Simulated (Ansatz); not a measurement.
Abridged output of a molecular run in Ansatz:

```
Functional definition: HF
1227 factors; integrals over basis functions are off by at most 1.4e-3 eV
mean field evaluation 1: about -23588.5131 eV, gradient 2.7e1 eV
mean field evaluation 2: about -23588.5184 eV, gradient 2.7e1 eV
mean field evaluation 4: about -23590.9319 eV, gradient 3.2e0 eV
mean field evaluation 8: about -23590.9663 eV, gradient 3.4e-5 eV
mean field -23590.96627134 eV, -866.9520199404 hartree, gradient 2.2e-6 eV, S^2 0.000000; 0 other end points of the search recorded, 0 dependent functions left out
13 core orbitals not correlated: weight in the atoms' cores, before any rotation towards them, 1.000 or more for the frozen orbitals, at most 0.000 for the correlated occupied ones
reference -23590.96627134 eV, -866.9520199404 hartree; 16, 16 occupied and 94, 94 virtual orbitals, 1227 factors
second order -18.25874101 eV of doubles, -0.00000000 eV of singles
cycle   1  -19.59836282 eV  change    -1.3e0 eV  update   9.2e-2
cycle   2  -20.15593484 eV  change   -5.6e-1 eV  update   2.7e-2
cycle   3  -20.22806871 eV  change   -7.2e-2 eV  update   9.7e-3
cycle   4  -20.22759862 eV  change    4.7e-4 eV  update   2.7e-3
cycle   5  -20.22763231 eV  change   -3.4e-5 eV  update   7.7e-4
cycle   6  -20.22746885 eV  change    1.6e-4 eV  update   2.4e-4
cycle   7  -20.22742398 eV  change    4.5e-5 eV  update   7.2e-5
cycle   8  -20.22742743 eV  change   -3.5e-6 eV  update   2.6e-5
perturbative correction -0.57047207 eV, -0.0209644620 hartree
Total energy: -23611.76417084 eV, -867.7163286498 hartree
```

Its atoms:

Cartesian coordinates in Å:
```
C 0.718 -0.374 -1.913
C 0.108 0.375 -0.742
C -0.037 -0.456 0.520
Si -0.884 0.450 1.945
Cl 1.572 -0.983 1.142
H 0.780 0.268 -2.795
H 0.116 -1.248 -2.176
H 1.726 -0.719 -1.675
H -0.895 0.727 -1.011
H 0.699 1.268 -0.515
H -0.572 -1.384 0.299
H -2.246 0.870 1.509
H -0.087 1.654 2.291
H -0.998 -0.446 3.121
```

Question: Which basis set was used?
A. def2-SVP
B. def2-TZVPPD
C. def2-SVPD
D. cc-pV(T+d)Z

Answer: A. It gives 123 functions.

Question: Write the keys of the input that set method, charge and spin (a neutral closed shell needs none for the last two).

Answer: 
```yaml
correlation: {method: ccsd_t}
```
